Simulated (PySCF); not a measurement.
Species: C₅H₅BS.
SMILES with atom numbers: `[CH:1]#[C:2][C:3]#[C:4][BH:5][S:6][CH3:7]` (hydrogens: H8 on C1; H9 on B5; H10, H11, H12 on C7)

Method: PySCF, PBE0-D3(BJ)/def2-SVP geometry optimisation, gas phase; density fitting, grid level 1; the optimiser is geomeTRIC in internal coordinates, started from a GFN2-xTB structure with every atom displaced at random (about 0.01 Å).

Step 0: E = -16756.4508 eV
```
atom  x, y, z in Å  |  force x, y, z in eV/Å
C1      4.2599    1.4349   -1.5365   -1.580  -0.273   0.407
C2      3.1108    1.1637   -1.2134    0.997   0.177  -0.292
C3      1.8358    0.8378   -0.8474    6.158   1.611  -1.805
C4      0.7552    0.5487   -0.5103   -6.726  -1.771   1.915
B5     -0.6733    0.1826   -0.1166    1.236  -0.321   0.620
S6     -0.9125   -0.9395    1.2325    0.055  -0.064   0.014
C7     -2.7213   -1.0594    1.3354    0.295   0.114   0.472
H8      5.2302    1.7197   -1.8344    0.834   0.173  -0.225
H9     -1.6068    0.6417   -0.6340   -0.903   0.465  -0.630
H10    -3.1484   -0.0781    1.5495   -0.118   0.187   0.010
H11    -2.9733   -1.7388    2.1580    0.036  -0.067   0.015
H12    -3.1167   -1.4473    0.4082   -0.285  -0.230  -0.501
```

**Question.** Estimate the geometry and energy of step 1. (The exact step hangs on the optimiser's Hessian estimate; all steps are aligned on step 0, rigid shifts and turns removed.)

**Answer.** E = -16756.6666 eV, largest force 1.158 eV/Å
```
atom  x, y, z in Å  |  force x, y, z in eV/Å
C1      4.2426    1.5508   -1.6034    0.826  -0.012  -0.136
C2      3.1887    1.1001   -1.2066   -0.531   0.158   0.014
C3      1.9381    0.7333   -0.8101   -1.037  -0.354   0.373
C4      0.7887    0.4374   -0.4598    1.007   0.228  -0.280
B5     -0.6302    0.1279   -0.0621   -0.250   0.016  -0.013
S6     -0.9570   -1.0003    1.2655    0.048  -0.021   0.020
C7     -2.7710   -1.0360    1.3354   -0.043  -0.029  -0.071
H8      5.2223    1.8724   -1.9176   -0.141   0.017   0.011
H9     -1.5683    0.6433   -0.6303    0.091  -0.025   0.007
H10    -3.1714   -0.0359    1.5437    0.002   0.016   0.008
H11    -3.0582   -1.7156    2.1476    0.012  -0.009   0.012
H12    -3.1845   -1.4115    0.3885    0.017   0.015   0.056
```

The energy changes by -0.2157 eV. The first-order estimate −F·Δx gives -0.6196 eV and the mean of the old and new forces, exact on a quadratic surface, -0.2467 eV. The step makes an angle of 80° with the force vector and moves no atom by more than 0.174 Å.

The cost below is that of the whole optimisation. Time: 56 s of wall time; peak memory 0.51 GiB. Hardware: one thread, Arm Neoverse V1 (aarch64), on a shared host.
